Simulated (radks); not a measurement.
The numbers below are computed, except where a source is named.
The nitrogen ion N2+, configuration [He] 2s2 2p1.

Code: a radial shooting solver on a logarithmic mesh with Libxc functionals. Model: non-relativistic Kohn-Sham, LDA (Slater exchange, Perdew-Wang correlation), spin-polarised, spherical densities, point nucleus; open shells are filled with parallel spins first.

Energy parts (hartree):
| part | energy |
|---|---|
| total | -52.47486 |
| kinetic | 52.24796 |
| electron-nucleus | -117.70559 |
| Hartree | 18.28394 |
| exchange-correlation | -5.30116 |

Orbitals (lengths in bohr, moments of r in powers of bohr; r(90%) holds 90 % of the orbital's charge):
| orbital | occ. | eigenvalue (hartree) | <r> | r(90%) | <r^4> |
|---|---|---|---|---|---|
| 1s up | 1 | -15.45925 | 0.2313 | 0.415 | 0.01373 |
| 1s down | 1 | -15.42493 | 0.2308 | 0.414 | 0.01357 |
| 2s up | 1 | -1.83022 | 1.170 | 1.82 | 4.659 |
| 2s down | 1 | -1.74870 | 1.187 | 1.86 | 5.005 |
| 2p up | 1 | -1.41925 | 1.124 | 1.86 | 5.034 |
| 2p down | 0 | -1.33307 | 1.152 | 1.91 | 5.669 |
| 3s up | 0 | -0.48255 | 3.343 | 4.93 | 249.5 |
| 3s down | 0 | -0.46898 | 3.417 | 5.04 | 272.2 |
| 3p up | 0 | -0.39000 | 3.615 | 5.43 | 363.2 |
| 3p down | 0 | -0.37744 | 3.721 | 5.58 | 406.5 |

The highest occupied level is 2p up at -38.620 eV. The density falls to 0.001 e/bohr^3 at r = 2.68 bohr. Summed over all electrons, <r^2> = 4.998 bohr^2, which gives a Langevin (diamagnetic) susceptibility term of -3.96 x 10^-6 cm^3/mol.
